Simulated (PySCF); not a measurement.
# Adding and removing an electron: CdSi

r²SCAN; PySCF, scalar-relativistic core potentials, basis sets Cd def2-SVP with ECP28, Si def2-SVP. Neutral (UKS): triplet (π ↑↑), Re = 2.541 Å, ωe = 238 cm⁻¹, De = 0.91 eV, HOMO -4.64 eV, LUMO -3.46 eV.

CdSi⁺ (UKS): doublet (π ↑), Re = 2.659 Å, ωe = 220 cm⁻¹, De = 1.94 eV to Cd + Si⁺. The energies at the minima are -457.07288 hartree for CdSi and -456.80427 for CdSi⁺.

Problem. Work out the adiabatic ionisation energy, without and with harmonic zero-point energies (1 hartree = 27.2114 eV, 1 eV = 8065.5 cm⁻¹), and the change of the bond length.

Solution. At r²SCAN: 0.26861 hartree = 7.309 eV between the minima; the zero-point term (220.0 − 238.0)/2 cm⁻¹ = -0.001 eV makes it 7.308 eV. Re changes by +11.8 pm against the neutral. The electron leaves a π orbital, and the longer bond of the ion fits a bonding orbital, or a change in how ionic the bond is.

Spin–orbit coupling is left out. For an ion De counts to the pair picked by the measured ionisation energies or electron affinities, which need not be the lowest pair at this level. States were picked by a PBE0 search and need not be the measured ground states.
